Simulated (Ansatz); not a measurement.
Consider the redistribution: `[CH3][Sn]([SH])([Cl])[Cl]` + `[F][Ge]([F])([F])[Cl]` → `[SH][Sn]([Cl])([Cl])[Cl]` + `[CH3][Ge]([F])([F])[F]`.

Gas-phase electronic energies from Ansatz, PBE0-D4/def2-TZVP geometries. CBS: MP2 limit from def2 TZ/QZ plus the TZ coupled-cluster correction, frozen cores. DFT in def2-TZVPP. def2 core potentials past Kr. For Ge, Sn outer-core shells are correlated without core-valence functions, which leaves a few kJ/mol of doubt a bond. Scalar relativity is left out up to krypton. One conformer a species, not always the lowest.

```tsv
level	ΔE (kJ/mol)
BHLYP	-39.1
RPA@PBE/def2-TZVPP	-29.6
HF/def2-QZVPP	-38.4
SCS-MP2/def2-QZVPP	-34.7
```

(1) What does CCSD(T)/CBS give? (Estimate.)

Largest T1 diagnostic among the species: 0.012.

Answers

(1) Ansatz gave: -38.6 kJ/mol. The listed levels differ from it by -0.5, 9.0, 0.2, 3.9 kJ/mol.

In def2-TZVPP, CCSD(T) changes the Hartree–Fock value by +7.5 kJ/mol (the triples alone add +1.0 kJ/mol) and MP2 by +8.5 kJ/mol. Leaving LDA and LC-ωPBE aside and taking each functional with its dispersion term where it has one, the values, not all of them listed here, spread over 6.6 kJ/mol, from BHLYP-D4 to PBE-QIDH.
